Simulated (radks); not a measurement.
Al+, configuration [Ne] 3s2. All-electron calculation, scalar-relativistic Kohn-Sham, exchange-only LDA, spin-polarised, spherical densities, finite nucleus; Fermi nuclear charge, rms radius 3.061 fm. Program: a radial shooting solver on a logarithmic mesh with Libxc functionals.

Normalised radial functions P(r) = r R(r), r in bohr:

r	2s	3s
0.005521	0.1222	0.0342
0.006275	0.1375	0.0384
0.007075	0.1533	0.0429
0.007978	0.1707	0.0477
0.008995	0.1898	0.0531
0.01014	0.2106	0.0589
0.01143	0.2332	0.0652
0.013	0.2594	0.0725
0.01465	0.2859	0.0799
0.01652	0.3141	0.0878
0.01863	0.3439	0.0961
0.021	0.3751	0.1048
0.02368	0.4073	0.1138
0.02691	0.4422	0.1236
0.03035	0.4748	0.1326
0.03421	0.5062	0.1413
0.03858	0.5354	0.1494
0.04349	0.5611	0.1565
0.04904	0.5815	0.1620
0.05529	0.5948	0.1655
0.06284	0.5986	0.1662
0.07085	0.5899	0.1634
0.07989	0.5668	0.1565
0.09007	0.5267	0.1446
0.1016	0.4673	0.1273
0.1145	0.3864	0.1037
0.1301	0.2752	0.0716
0.1467	0.1473	0.0347
0.1654	-0.0024	-0.0083
0.1865	-0.1709	-0.0563
0.2103	-0.3536	-0.1078
0.2371	-0.5436	-0.1605
0.2695	-0.7446	-0.2145
0.3039	-0.9210	-0.2594
0.3426	-1.0746	-0.2946
0.3863	-1.1951	-0.3159
0.4356	-1.2737	-0.3195
0.4911	-1.3047	-0.3023
0.5582	-1.2828	-0.2588
0.6293	-1.2132	-0.1940
0.7096	-1.1031	-0.1072
0.8	-0.9626	-0.0017
0.902	-0.8042	0.1173
1.017	-0.6413	0.2432
1.147	-0.4863	0.3679
1.303	-0.3408	0.4901
1.469	-0.2296	0.5858
1.657	-0.1447	0.6557
1.868	-0.0848	0.6943
2.106	-0.0458	0.6983
2.375	-0.0226	0.6680
2.699	-0.0095	0.6024
3.043	-0.0037	0.5175
3.431	-0.0013	0.4200
3.869	-0.0004	0.3208
4.362	-0.0001	0.2292
4.918	0.0000	0.1524
5.589	0.0000	0.0903
6.302	0.0000	0.0505
7.106	0.0000	0.0256
8.012	0.0000	0.0117

2s: eigenvalue -114.04 eV, 1 radial node at r = 0.165 bohr, <r> = 0.630 bohr, 90 % of the charge inside 0.997 bohr. 3s: eigenvalue -13.782 eV, 2 radial nodes at r = 0.162, 0.801 bohr, <r> = 2.40 bohr, 90 % of the charge inside 3.63 bohr.
